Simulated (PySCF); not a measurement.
Compound: C5H3F3N2O2.
Atom-mapped SMILES: `[CH3:1][C:2](=[O:3])[c:4]1[n:5][n:6][c:7]([C:8]([F:9])([F:10])[F:11])[o:12]1`

Cartesian coordinates in Å at the GFN2-xTB level; atoms count from 1:
```
atom  x, y, z in Å
C1    -2.945   -0.196    0.016
C2    -1.748   -0.293    0.903
O3    -1.757   -0.533    2.079
C4    -0.467   -0.053    0.174
N5    -0.329    0.215   -1.092
N6     0.972    0.358   -1.332
C7     1.579    0.171   -0.202
C8     3.054    0.224    0.056
F9     3.355    1.162    0.959
F10    3.505   -0.941    0.535
F11    3.737    0.495   -1.050
O12    0.728   -0.094    0.795
H13   -2.983    0.791   -0.439
H14   -3.847   -0.382    0.591
H15   -2.857   -0.917   -0.794
```

Definitions: NICS(0) = −σiso at the ring centroid; NICS(1) = −σiso and NICS(1)zz = −σzz at ±1 Å along the ring normal z. Level: GIAO PBE0/pcSseg-1 (PySCF, non-relativistic, gas phase) on the GFN2-xTB geometry, one conformer.

Ring bond lengths (Å), with Mayer bond orders in brackets: C4–N5 1.302 (1.60), N5–N6 1.330 (1.22), N6–C7 1.296 (1.62), C7–O12 1.337 (1.10), O12–C4 1.347 (1.06).

Problem. What do the NICS probes read (ppm)?

Solution. 
```
           ring                                                       type  NICS(0)  NICS(1), two faces  NICS(1)zz, two faces  rms pucker (Å)  centre to ring atoms, mean (Å)
C4–N5–N6–C7–O12  5-membered ring with 2 N and O; formal bonds all aromatic    -10.7       -11.3 / -11.3         -27.6 / -27.6            0.00                            1.12
```

Problem. What can be read from them?

Solution. 
- C4–N5–N6–C7–O12: mean NICS(1)zz -27.6 ppm, shielded. For a flat ring without four-coordinate atoms the NICS criterion counts such a value as aromatic.

Problem. How equal are the bonds by HOMA? Use HOMA with the parameters of Krygowski (1993).

Solution. 
- C4–N5–N6–C7–O12: HOMA 0.57; the largest term is that of O12–C4, α(R − Ropt)² = 1.06.

Problem. What field does 7.05 T along the ring normal induce along that normal at the first NICS(1) probe listed for ring C4–N5–N6–C7–O12, 1 Å off the ring?

Solution. NICSzz × B0 = -27.6 ppm × 7.05 T = -195 μT, against the applied field.
